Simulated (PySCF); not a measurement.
Can point charges reproduce the dipole moment of `CO[Si@H]([SiH2]O)n1cccc1`?

Coordinates (GFN2-xTB, Å) and charges (e) from the PBE0/pcSseg-1 density (PySCF):

```csv
atom,x,y,z,Mulliken,IAO,Hirshfeld,ESP-fitted
C1,-2.432,-0.848,-1.595,-0.0179,-0.1974,-0.0315,-0.2233
O2,-1.142,-0.921,-1.065,-0.6193,-0.6351,-0.2242,-0.2990
Si3,-0.633,-0.394,0.386,+0.7790,+0.9825,+0.3819,+0.4518
Si4,-1.213,1.798,0.748,+0.5356,+0.6826,+0.3044,+0.4853
O5,-2.818,1.679,1.031,-0.5755,-0.8053,-0.3131,-0.7114
N6,1.101,-0.536,0.234,-0.6849,-0.3456,-0.1082,+0.0113
C7,1.884,0.155,-0.649,+0.1487,-0.1175,-0.0375,-0.3136
C8,3.196,-0.122,-0.411,-0.1591,-0.2167,-0.0954,-0.1403
C9,3.231,-1.023,0.680,-0.1735,-0.2224,-0.0985,-0.2563
C10,1.938,-1.247,1.045,+0.1479,-0.1122,-0.0368,-0.2052
H11,-2.370,-1.045,-2.666,+0.1209,+0.1555,+0.0511,+0.1235
H12,-3.078,-1.595,-1.129,+0.1038,+0.1347,+0.0441,+0.1284
H13,-2.868,0.140,-1.429,+0.1087,+0.1298,+0.0380,+0.1139
H14,-0.993,-1.380,1.418,-0.1081,-0.1372,-0.0744,-0.0765
H15,-0.559,2.464,1.883,-0.0956,-0.1372,-0.0852,-0.1239
H16,-1.024,2.724,-0.385,-0.1064,-0.1414,-0.0873,-0.1175
H17,-3.349,2.428,1.290,+0.2502,+0.3656,+0.1811,+0.4579
H18,1.434,0.788,-1.388,+0.0989,+0.1527,+0.0478,+0.1921
H19,4.042,0.264,-0.946,+0.0749,+0.1555,+0.0481,+0.1589
H20,4.108,-1.447,1.128,+0.0747,+0.1554,+0.0474,+0.1804
H21,1.538,-1.867,1.822,+0.0967,+0.1537,+0.0478,+0.1635
```

Compute μ = Σ q r for each scheme (1 e·Å = 4.803 D) and compare with the dipole of the full density.

The full density gives (-2.94, 1.66, 0.43) D, 3.40 D in size; dipole vectors point from the negative to the positive end.

| scheme | μx | μy | μz | size (D) | share of the full size (%) | angle to the full dipole (°) |
| --- | --- | --- | --- | --- | --- | --- |
| Mulliken | -2.94 | 2.12 | 0.62 | 3.68 | 108 | 7 |
| IAO | -2.43 | 2.14 | 1.37 | 3.51 | 103 | 19 |
| Hirshfeld | -2.45 | 0.88 | 0.31 | 2.62 | 77 | 10 |
| ESP-fitted | -2.93 | 1.66 | 0.46 | 3.40 | 100 | 1 |

Which set comes closest?

Length of the difference vector: ESP-fitted 0.03 D, Mulliken 0.50 D, Hirshfeld 0.93 D, IAO 1.17 D. Closest: ESP-fitted. ESP charges are fitted to the potential around the molecule, whose slowest-falling term is the dipole's. The schemes that divide the density aren't constrained to reproduce the dipole.

What is left for the Hirshfeld atoms' own dipoles?

The Hirshfeld atoms' densities add up to the full density, so μ = Σ q r + Σ (atomic dipoles). The atomic dipoles sum to (-2.94, 1.66, 0.43) − (-2.45, 0.88, 0.31) = (-0.49, 0.78, 0.12) D, 0.93 D in size.

With the origin at the mean of the coordinates, (0.000, 0.001, 0.000) Å, which are the largest single terms, by size, of the Hirshfeld dipole along the direction of the full one?

O5 -5.09, H17 +3.69, Si4 +2.95, C9 +1.52, C8 +1.32 D; all 21 atoms together +2.59 D. The single terms depend on the origin, their sum doesn't.

Give the size of the full dipole in other units.

3.40 D = 1.339 au = 0.708 e·Å = 11.35 × 10⁻³⁰ C·m.

One conformer (not necessarily the lowest) at the GFN2-xTB geometry, without solvent, vibrations or thermal averaging. GFN2-xTB frequencies show an imaginary mode (23i cm⁻¹), so this geometry is no minimum at that level.

Conformer computed: `[CH3:1][O:2][Si@H:3]([SiH2:4][OH:5])[n:6]1[cH:7][cH:8][cH:9][cH:10]1`: C1–O2–Si3–Si4 -52°, O2–Si3–Si4–O5 74°, O2–Si3–N6–C7 64°, H–O5–Si4–Si3 175°.
